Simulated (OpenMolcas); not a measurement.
# Se+: effect of the active space

- Program: OpenMolcas 26.06
- Method: SS-CASPT2 or its RAS form, IPEA 0.25 Eh, imaginary shift 0.1 Eh
- Basis: ANO-RCC-VTZP
- Scalar Hamiltonian: DKH2, point nucleus
- Spin-orbit coupling: state interaction with AMFI integrals over the reference wave functions, term energies averaged over their components

A. 3 electrons in 3 orbitals (4p); 2S+1 = 4 odd, 1 root; 2S+1 = 2 odd, 8 roots; closed shells correlated: 3d 4s; CASPT2 step roughly 1.1 core-seconds
B. 5 electrons in 8 orbitals (4s 4p 5s 5p); 2S+1 = 4 odd, 1 root; 2S+1 = 2 odd, 8 roots; 2S+1 = 4 even, 3 roots; 2S+1 = 2 even, 9 roots; closed shells correlated: 3d; CASPT2 step about 9 core-seconds
C. 5 electrons in 9 orbitals (RAS2 4s 4p; RAS3 4d, at most 2 electrons); 2S+1 = 4 odd, 1 root; 2S+1 = 2 odd, 8 roots; 2S+1 = 4 even, 3 roots; 2S+1 = 2 even, 8 roots; closed shells correlated: 3d; CASPT2 step roughly 14 core-seconds

Energies in cm-1 above 4s2 4p3 4S* 3/2, the measured ground level; measured values from NIST Handbook of Basic Atomic Spectroscopic Data.

```json
{"Level": "4s2 4p3 4S* 3/2", "A": "0.0", "B": "0.0", "C": "0.0", "Measured": "0.0"}
{"Level": "4s2 4p3 2D* 3/2", "A": "14300", "B": "14510", "C": "14160", "Measured": "13168"}
{"Level": "4s2 4p3 2D* 5/2", "A": "14750", "B": "15020", "C": "14620", "Measured": "13784"}
{"Level": "4s2 4p3 2P* 1/2", "A": "24930", "B": "24220", "C": "24340", "Measured": "23038"}
{"Level": "4s2 4p3 2P* 3/2", "A": "25540", "B": "24830", "C": "24920", "Measured": "23895"}
```

Deviations, from unrounded energies. A percentage is the sum of absolute deviations over the sum of measured energies, with the sign that they share, or ± where signs differ.

```
                        Against measurement  Levels     A     B     C
             mean absolute deviation (cm-1)       4  1400  1200  1000
other terms of the ground configuration (%)       4  +7.6  +6.3  +5.6
```

C lies closest to measurement on these levels and A furthest from it. The largest miss of C in the table is 4s2 4p3 2P* 1/2, by +1300 cm-1. The ranking rests on the paired levels alone, and a cruder setting can come out closer through cancelling errors.

Among A to C the level of the table that moves most is 4s2 4p3 2P* 1/2, by 720 cm-1 (lowest in B, highest in A). Moves below CASPT2's spread within the term are not significant.

CASPT2 does not keep the components of a term degenerate, so their means are used; among the terms shown or strongly mixed into the levels shown the widest spread is 220 cm-1 (4s2 4p3 2D*, A). Over all roots computed the reference weight is 0.84 to 0.96 in B; the roots of lowest weight are the least certain, and an intruder state may touch them. With the s shell closed, the reference lacks s² → p² mixing (holds for A). Active for correlation alone: 5p 5s; no level in the range computed is led by a configuration that fills them, so any true level of that kind is missing (holds for B). The run also gave levels led by 4s2 4p2 4d, which use shells meant for correlation; these and all levels above them are left out (holds for C). Measured partners are found by configuration, term and J. A level has none where our copy of the source lacks it or the pairing is in doubt (some pairs that miss far off the trend of their configuration count as doubtful), and it then counts in no deviation. Only configurations of the active space appear. Levels that lie high or do not pair safely by name in every column are left out.

* marks odd parity.
